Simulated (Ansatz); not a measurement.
BeF2⁻, 3 atoms. Hardware: 4 threads of Arm Neoverse V1 on a shared host.

Correlated methods freeze 2 core orbitals.

(1) How many basis functions does each of these Ansatz runs have, and roughly what does it cost? r2SCAN-D4/def2-TZVPD, charge 0 singlet at the geometry of the charge -1 doublet, energy, from earlier orbitals; RPA@PBE/def2-TZVPD, charge -1 quartet, energy, from earlier orbitals; PBE with 15 % exact exchange/def2-TZVPD, charge -1 quartet, energy, from earlier orbitals; HF/STO-3G, charge -1 doublet, energy; PBE0-D4/def2-TZVPD, charge -1 doublet, energy, from earlier orbitals; ωB97M-V/def2-TZVPD, charge -1 doublet, energy, from earlier orbitals; PBE0-D4/def2-TZVPD, charge -1 quartet, energy, from earlier orbitals; PBE-D4/def2-SVPD, charge -1 doublet, energy, from earlier orbitals; CCSD(T)/def2-TZVPPD, charge 0 singlet at the geometry of the charge -1 doublet, energy, from earlier orbitals; PBE with 50 % exact exchange/def2-TZVPD, charge -1 doublet, energy, from earlier orbitals; r2SCAN-D4/def2-TZVPD, charge 0 triplet at the geometry of the charge -1 doublet, energy, from earlier orbitals; PBE-D4/def2-TZVPD, charge -1 doublet, relaxation, 4 steps.

Results:

(1) Other jobs shared the machine, so times can vary by a factor of up to 3. A dash marks memory too small to be measured apart from the calling script's.

```
                                                                                                           run  functions  fitting or Cholesky vectors  wall time  peak host memory (GiB)
                                                                          HF/STO-3G, charge -1 doublet, energy         15                          208      0.1 s                       –
                                            PBE-D4/def2-SVPD, charge -1 doublet, energy, from earlier orbitals         58                          522     0.45 s                       –
                     PBE with 50 % exact exchange/def2-TZVPD, charge -1 doublet, energy, from earlier orbitals        102                          595      0.6 s                       –
                     PBE with 15 % exact exchange/def2-TZVPD, charge -1 quartet, energy, from earlier orbitals        102                          551      0.7 s                       –
r2SCAN-D4/def2-TZVPD, charge 0 singlet at the geometry of the charge -1 doublet, energy, from earlier orbitals        102                          551      0.7 s                       –
                                          PBE0-D4/def2-TZVPD, charge -1 doublet, energy, from earlier orbitals        102                          551     0.85 s                       –
                                          RPA@PBE/def2-TZVPD, charge -1 quartet, energy, from earlier orbitals        102                          693        1 s                       –
 CCSD(T)/def2-TZVPPD, charge 0 singlet at the geometry of the charge -1 doublet, energy, from earlier orbitals        102                          691        1 s                       –
                                          ωB97M-V/def2-TZVPD, charge -1 doublet, energy, from earlier orbitals        102                          551      1.9 s                       –
r2SCAN-D4/def2-TZVPD, charge 0 triplet at the geometry of the charge -1 doublet, energy, from earlier orbitals        102                          551      2.1 s                       –
                                                     PBE-D4/def2-TZVPD, charge -1 doublet, relaxation, 4 steps        102                          551      2.9 s                       –
                                          PBE0-D4/def2-TZVPD, charge -1 quartet, energy, from earlier orbitals        102                          551      3.1 s                       –
```
